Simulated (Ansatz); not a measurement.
# SnO (tin(ii) oxide): the energy, rung by rung

SnO: 2 atoms, total charge 0, spin state singlet. SMILES: `[O]=[Sn]`. Geometry: a GFN2-xTB relaxation, a rough one for these elements and not checked as a minimum.

```xyz
2

O     0.0000    0.0000    0.0000
Sn    0.0000    0.0000    1.8036
```

Quantity: the energy change with the O1–Sn2 bond stretched from 1.804 to 2.705 Å, in eV. The values are calculated.

```json
{"level": "HF/STO-3G (restricted)", "kind": "Hartree–Fock", "program": "Ansatz", "value (eV)": "5.40", "less FCI/STO-3G": "+1.33", "CPU time (all runs)": "1.2 s"}
{"level": "SVWN5/STO-3G (restricted)", "kind": "LDA", "program": "Ansatz", "value (eV)": "5.73", "less FCI/STO-3G": "+1.66", "CPU time (all runs)": "3.4 s"}
{"level": "revPBE/STO-3G (restricted)", "kind": "GGA", "program": "Ansatz", "value (eV)": "5.19", "less FCI/STO-3G": "+1.12", "CPU time (all runs)": "6 s"}
{"level": "r2SCAN/STO-3G (restricted)", "kind": "meta-GGA", "program": "Ansatz", "value (eV)": "5.82", "less FCI/STO-3G": "+1.75", "CPU time (all runs)": "17 s"}
{"level": "BHLYP/STO-3G (restricted)", "kind": "global hybrid", "program": "Ansatz", "value (eV)": "6.89", "less FCI/STO-3G": "+2.82", "CPU time (all runs)": "3.2 s"}
{"level": "r2SCAN0/STO-3G (restricted)", "kind": "hybrid meta-GGA", "program": "Ansatz", "value (eV)": "6.63", "less FCI/STO-3G": "+2.56", "CPU time (all runs)": "8 s"}
{"level": "HSE06/STO-3G (restricted)", "kind": "range-separated hybrid", "program": "Ansatz", "value (eV)": "6.27", "less FCI/STO-3G": "+2.20", "CPU time (all runs)": "3.5 s"}
{"level": "RPA@PBE/STO-3G (restricted)", "kind": "RPA", "program": "Ansatz", "value (eV)": "4.08", "less FCI/STO-3G": "+0.01", "CPU time (all runs)": "8.4 s"}
{"level": "FCI/STO-3G", "kind": "exact in the basis", "program": "Ansatz", "value (eV)": "4.07", "less FCI/STO-3G": "0.00", "CPU time (all runs)": "4.1 s"}
```

FCI/STO-3G is exact within its basis and frozen core, so for wave-function methods in that basis the difference is their error; functionals converge differently with the basis, so for them it is only a difference. Spin-restricted single references rise too steeply as a bond breaks. All-electron rows without a relativistic Hamiltonian named are non-relativistic. The first shape isn't each level's own minimum. The values span 4.07 to 6.89 eV. All rows use very small basis sets, so even the best lies far from the true value. CPU times are rough (shared hosts, several kinds of processor): they show what a rung costs within a factor of a few.
